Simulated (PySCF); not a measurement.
## Radial density of As⁺ (arsenic, charge +1)

UHF, [Ar] 3d10 4s2 4p2, high-spin 3P determinant. Calculation: PySCF 2.14, in cc-pVTZ-PP with ECP10MDF (5s4p3d1f, 39 functions); scalar relativity through the core potential. This is the valence pseudo-density: the core potential removes the inner electrons and smooths the orbitals near the nucleus.

| r (bohr) | 4πr²ρ (e/bohr) | 4πr²(ρα − ρβ) |
| --- | --- | --- |
| 0.000991 | 3.009e-05 | 0.0000 |
| 0.00167 | 8.456e-05 | 0.0000 |
| 0.00280 | 0.0002347 | 0.0000 |
| 0.00471 | 0.0006311 | 0.0000 |
| 0.00793 | 0.001576 | 0.0000 |
| 0.0133 | 0.003494 | 0.0000 |
| 0.0224 | 0.007045 | 0.0000 |
| 0.0377 | 0.01443 | 0.0000 |
| 0.0635 | 0.06494 | -0.0001 |
| 0.107 | 0.5538 | -0.0009 |
| 0.180 | 3.770 | -0.0016 |
| 0.302 | 16.37 | 0.0546 |
| 0.508 | 30.79 | 0.1122 |
| 0.855 | 13.61 | 0.0140 |
| 1.44 | 3.347 | 0.7733 |
| 2.42 | 1.585 | 0.8744 |
| 4.07 | 0.1658 | 0.1254 |
| 6.84 | 0.002947 | 0.0028 |

Energies and moments cover only the electrons outside the core potential.
